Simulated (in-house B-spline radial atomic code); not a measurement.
Levels of two electrons outside the [Ar] 3d10 4s2 4p6 core along the 38-electron series, above the ground level 4d2 J2; labels give the leading configuration and J, and a prime marks the next level of the same label. Computed with an all-electron radial atomic-structure program (B-spline basis): configuration interaction with many-body perturbation theory for the core, Breit and QED.

```csv
ion,Z,first ionisation energy (eV),excitation of 4d2 J0 (eV),core correlation Breit and QED part of 4d2 J0 (eV),excitation of 4d2 J0' (eV),core correlation Breit and QED part of 4d2 J0' (eV),excitation of 4d2 J4' (eV),core correlation Breit and QED part of 4d2 J4' (eV),excitation of 4d2 J1 (eV),core correlation Breit and QED part of 4d2 J1 (eV)
Pr21+,59,629.0,4.8287,-0.07186,19.316,0.30221,11.193,-0.36596,7.6407,-0.1817
Nd22+,60,679.0,5.0451,-0.068342,20.64,0.28554,12.233,-0.37224,8.2661,-0.19183
Pm23+,61,730.8,5.2626,-0.064313,22.048,0.26798,13.36,-0.37935,8.9345,-0.20203
Sm24+,62,784.3,5.4808,-0.059834,23.545,0.24957,14.581,-0.38759,9.6483,-0.21235
Eu25+,63,839.7,5.6995,-0.054957,25.135,0.23032,15.899,-0.39718,10.41,-0.22279
Gd26+,64,896.8,5.9187,-0.049734,26.824,0.21033,17.319,-0.40825,11.221,-0.23336
Tb27+,65,955.7,6.1381,-0.04421,28.617,0.18948,18.846,-0.42105,12.085,-0.24413
Dy28+,66,1016.4,6.3577,-0.038429,30.518,0.16778,20.485,-0.43568,13.003,-0.25514
Ho29+,67,1078.9,6.5773,-0.03241,32.533,0.14533,22.24,-0.45209,13.978,-0.26635
Er30+,68,1143.2,6.7968,-0.026188,34.667,0.12206,24.116,-0.47039,15.014,-0.27782
```
